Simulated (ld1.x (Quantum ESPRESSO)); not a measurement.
What the settings do to the TM potential of Cl

Base potential:

ld1.x (Quantum ESPRESSO) 7.5 input, shortened:

```
&input
   title='Cl', zed=17., rel=0, dft='PBE', iswitch=3,
   config='[Ne] 3s2 3p3.5 3d-2'
 /
 &inputp
   pseudotype=2, tm=.true., lloc=0,
   nlcc=.false.
 /
3
3P  2  1   3.50   0.00  1.10  1.10  0.0
3D  3  2  -2.00   0.25  1.05  1.05  0.0
3S  1  0   2.00   0.00  1.05  1.05  0.0
 &test
   configts(1)='3s2 3p3.5'
 /
```

Cutoffs, loose and tight: the cutoffs (Ry, on a coarse ladder) from which the occupation-weighted sum of valence levels, in a spherical-Bessel basis at the reference potential, stays within 10 and 1 mRy of its value at 400 Ry. They do not see the model core or the augmentation charge, which bear on the density cutoff. Test errors are all-electron minus pseudo excitation energies from the reference, over the configurations 3s2 3p5; 3s2 3p4; 3s2 3p3; 3s1 3p5; 3s2 3p5.3; 3s2 3p4.5; 3s2 3p2. A dash means not determined; rows that change the core or the reference have their own tests.

Cutoffs are not given where the Bessel-basis levels miss the radial ones by over 6 mRy, ghosts where they miss by over 20 mRy; a channel whose overlap is not positive is not tested.

| change | outcome | cutoff, loose | cutoff, tight | bound ghosts | largest test error (meV) |
| --- | --- | --- | --- | --- | --- |
| base | generated | 110 Ry | 200 Ry | none | +36 |
| wave 3p (bound): rc 1.10 bohr becomes 3p (bound): rc 1.28 bohr | generated | 70 Ry | 160 Ry | none | +41 |
| wave 3p (bound): rc 1.10 bohr becomes 3p (bound): rc 1.34 bohr | generated | 70 Ry | 160 Ry | none | +42 |
| wave 3p (bound): rc 1.10 bohr becomes 3p (bound): rc 1.50 bohr | generated | 70 Ry | 160 Ry | none | +42 |
| wave 3p (bound): rc 1.10 bohr becomes 3p (bound): rc 1.62 bohr | generated | 70 Ry | 160 Ry | none | +41 |

Task: What comes out with this change to the base: wave 3p (bound): rc 1.10 bohr becomes 3p (bound): rc 0.70 bohr?

Result: outcome: generated; bound ghosts: not determined; largest test error (meV): +34.

Task: What comes out with this change to the base: wave 3p (bound): rc 1.10 bohr becomes 3p (bound): rc 0.82 bohr?

Result: outcome: generated; cutoff, loose: over 300 Ry; cutoff, tight: over 300 Ry; bound ghosts: none; largest test error (meV): +35.

Task: What comes out with this change to the base: wave 3p (bound): rc 1.10 bohr becomes 3p (bound): rc 0.98 bohr?

Result: outcome: generated; cutoff, loose: 120 Ry; cutoff, tight: 230 Ry; bound ghosts: none; largest test error (meV): +33.

Reading the sweep of the p radius (base included, trends over the rows without a ghost): The loose cutoff falls from 120 Ry at 0.98 to 70 Ry at 1.62 bohr. A larger radius leaves more room for a smooth pseudo-wave, so fewer plane waves are needed; a smaller one forces it to follow the all-electron wave where it bends sharply. The median size of the test errors (rows with all tests solved) is not monotonic: lowest 6.9 meV at 0.98 bohr, highest 15.1 meV at 0.82 bohr.
